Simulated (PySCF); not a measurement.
**Atomic charges by several schemes**

Compound: C₈H₁₃F.
Geometry (PBE0-D3(BJ)/def2-SVP, Å), atoms numbered from 1 in this order:
```xyz
22
C8H13F angstrom
C      2.1475    2.0893    0.3898
C      1.4727    1.0631   -0.1380
C      2.0596   -0.3125   -0.2894
C      1.1756   -1.3577    0.3928
C     -0.2611   -1.2817   -0.1076
C     -0.8532    0.1181    0.0568
C     -2.2664    0.1940   -0.4817
F     -2.2842   -0.0700   -1.8339
C      0.0470    1.1744   -0.5986
H      1.6874    3.0756    0.4994
H      3.1837    1.9782    0.7212
H      2.1225   -0.5535   -1.3672
H      3.0850   -0.3424    0.1088
H      1.1941   -1.1845    1.4831
H      1.5843   -2.3675    0.2275
H     -0.8909   -2.0162    0.4219
H     -0.3001   -1.5513   -1.1773
H     -0.9172    0.3454    1.1379
H     -2.6942    1.1997   -0.3246
H     -2.9158   -0.5448    0.0198
H     -0.3445    2.1853   -0.4036
H      0.0046    1.0157   -1.6915
```

Density: PBE0/pcSseg-1 (PySCF); schemes: Mulliken, IAO, Hirshfeld and ESP-fitted. Isolated species at its PBE0-D3(BJ)/def2-SVP geometry (one conformer only).

Question: Do the Mulliken, IAO, Hirshfeld and ESP-fitted schemes agree on where the charge is highest?

Answer: The schemes don't all agree: Mulliken C7 (+0.252); IAO H22 (+0.144); Hirshfeld H19 and H20 (+0.043); ESP-fitted H11 (+0.223).

Question: Which atoms carry the lowest charge in the Mulliken, IAO, Hirshfeld and ESP-fitted schemes?

Answer: The schemes don't all agree: Mulliken C2 (-0.428); IAO C1 (-0.342); Hirshfeld C1 (-0.121); ESP-fitted C1 (-0.641).

Question: Give the atomic charges in each scheme.

Answer: In e:

| atom | environment | Mulliken | IAO | Hirshfeld | ESP-fitted |
| --- | --- | --- | --- | --- | --- |
| C1 | terminal =CH2 carbon | -0.085 | -0.342 | -0.121 | -0.641 |
| C2 | fully substituted alkene carbon | -0.428 | +0.027 | +0.013 | +0.145 |
| C3 | allylic carbon | -0.094 | -0.258 | -0.068 | -0.127 |
| C4 | ring CH2 carbon | -0.198 | -0.247 | -0.065 | -0.002 |
| C5 | ring CH2 carbon | -0.192 | -0.257 | -0.071 | -0.119 |
| C6 | sp3 CH carbon | -0.401 | -0.115 | -0.031 | +0.196 |
| C7 | sp3 C–F carbon | +0.252 | +0.049 | +0.027 | -0.142 |
| F8 | alkyl fluorine | -0.342 | -0.331 | -0.112 | -0.207 |
| C9 | allylic carbon | -0.029 | -0.264 | -0.073 | -0.174 |
| H10 | vinylic hydrogen | +0.103 | +0.139 | +0.039 | +0.217 |
| H11 | vinylic hydrogen | +0.103 | +0.140 | +0.040 | +0.223 |
| H12 | methylene hydrogen | +0.129 | +0.134 | +0.039 | +0.060 |
| H13 | methylene hydrogen | +0.115 | +0.136 | +0.042 | +0.062 |
| H14 | methylene hydrogen | +0.115 | +0.127 | +0.033 | +0.025 |
| H15 | methylene hydrogen | +0.123 | +0.135 | +0.041 | +0.018 |
| H16 | methylene hydrogen | +0.121 | +0.129 | +0.038 | +0.027 |
| H17 | methylene hydrogen | +0.125 | +0.133 | +0.032 | +0.066 |
| H18 | methine hydrogen | +0.120 | +0.129 | +0.038 | +0.001 |
| H19 | methylene hydrogen | +0.105 | +0.132 | +0.043 | +0.108 |
| H20 | methylene hydrogen | +0.105 | +0.132 | +0.043 | +0.111 |
| H21 | methylene hydrogen | +0.114 | +0.131 | +0.040 | +0.073 |
| H22 | methylene hydrogen | +0.139 | +0.144 | +0.036 | +0.082 |

Mean size of the charges over all atoms: IAO 0.165 e, Mulliken 0.161 e, ESP-fitted 0.128 e, Hirshfeld 0.049 e. Each set sums to the total charge, 0, to within 0.001 e. The IAO scheme counts the electrons in orthogonalised intrinsic atomic orbitals, a minimal basis polarised so that it spans the occupied orbitals exactly.

Question: How many electrons does the ESP-fitted scheme count on C1?

Answer: Z − q = 6 − (-0.641) = 6.641.

Question: How closely do the schemes follow one another over all atoms?

Answer: Correlation coefficient and root-mean-square difference: IAO with Hirshfeld 0.99, 0.128 e; Hirshfeld with ESP-fitted 0.74, 0.147 e; IAO with ESP-fitted 0.70, 0.142 e; Mulliken with IAO 0.68, 0.149 e; Mulliken with Hirshfeld 0.67, 0.158 e; Mulliken with ESP-fitted 0.14, 0.245 e.

The run behind these numbers computed NMR shieldings as well. Hardware: one thread, Intel Xeon at 2.50 GHz (x86_64) (shared host). Cost: 2.1 min wall, 1.0 GiB resident at most.
